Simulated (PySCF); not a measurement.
Atoms are numbered as in `[O:1]=[CH:2][CH2:3][O:4][CH2:5][C:6]([F:7])=[C:8]([F:9])[F:10]`. Each H is labelled by its parent atom.

Geometry: GFN2-xTB; GIAO absolute shieldings from PySCF, gas phase, non-relativistic, averaged over equivalent atoms.

At PBE0/MINI (55 basis functions, 7.2 s wall time on 1 thread of an Arm Neoverse V2, shared host):
```
atoms  σ (ppm)
   O1   -486.9
   O4    366.8
   C2     82.9
   C8    102.9
   C6    122.8
   C3    156.5
   C5    166.0
   F9    308.4
  F10    316.6
   F7    367.8
H(C2)    19.09
H(C3)    26.43
H(C5)    26.47
```

Problem. What do these become at PBE0/pcSseg-1?

Solution. 
```csv
atoms,σ at PBE0/pcSseg-1,change
O1,-351.6,+135.3
O4,289.8,-77.0
C2,-17.7,-100.6
C8,18.3,-84.6
C6,46.5,-76.3
C3,108.2,-48.3
C5,120.2,-45.8
F9,272.6,-35.8
F10,289.2,-27.4
F7,352.4,-15.4
H(C2),21.89,+2.80
H(C3),27.17,+0.74
H(C5),26.70,+0.23
```

The largest change is at O1 (aldehyde oxygen). Cost: 195 basis functions, 34 s wall time on 1 thread of an Arm Neoverse V2, shared host. The order of the carbon signals is the same at both levels.
